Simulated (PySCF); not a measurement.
Compound: C₆H₁₀OSi₂.
Atom-mapped SMILES: `[O:1]=[C:2]1[CH:3]=[C:4](/[C:5]([SiH3:6])=[CH:7]\[SiH3:8])[CH2:9]1`

Probes without a nucleus sit at each ring's centroid and 1 Å off its mean plane on both sides; NICS is minus the shielding there, NICSzz its component along the normal. Level: GIAO PBE0/pcSseg-1 (PySCF, non-relativistic, gas phase) on the GFN2-xTB geometry, one conformer.

Ring bond lengths (Å), with Mayer bond orders in brackets: C2–C3 1.462 (1.00), C3–C4 1.359 (1.59), C4–C9 1.520 (1.06), C9–C2 1.547 (0.95).

Q: Give the NICS values of each ring in ppm.

A: 
```csv
ring,type,NICS(0),"NICS(1), two faces","NICS(1)zz, two faces",rms pucker (Å),"centre to ring atoms, mean (Å)"
C2–C3–C4–C9,"4-membered carbocycle; formal bonds 1 double, 3 single",5.3,-2.1 / -2.4,1.5 / 1.4,0.01,1.04
```

Q: What can be read from them?

A: 
- C2–C3–C4–C9: mean NICS(1)zz 1.4 ppm, near zero. C9 has four or more neighbours, so the value isn't read as a sign of a π ring current. NICS(0) lies 8 ppm above the mean NICS(1).

Q: Give the inner angles of the rings and the Hirshfeld charges of the ring atoms.

A: 
- C2–C3–C4–C9: C2 89.3° (+0.146 e), C3 92.7° (-0.055 e), C4 94.5° (+0.036 e), C9 83.5° (-0.086 e); sum 360.0° against 360° for a flat convex ring.

Shape of the structure used: `[O:1]=[C:2]1[CH:3]=[C:4](/[C:5]([SiH3:6])=[CH:7]\[SiH3:8])[CH2:9]1`: C3–C4–C5–Si6 -145°.
